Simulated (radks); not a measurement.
Results of a calculation; reference values are marked as such.
Question: Successive ionisation energies (eV) of one element, from differences of total energies of ions in their ground configurations, starting at charge 3: 50.025, 69.814, 91.513, 160.30, 184.60, 209.28, 242.23, 269.45, 296.92, 351.95. Code: a radial shooting solver on a logarithmic mesh with Libxc functionals. Model: non-relativistic Kohn-Sham, LDA (Slater exchange, Perdew-Wang correlation), spin-polarised, spherical densities, point nucleus; open shells are filled with parallel spins first. Which element is it?

Answer: Chromium (Z = 24). The first species listed is Cr3+ in [Ar] 3d3, the last Cr12+ in [Ne] 3s2.
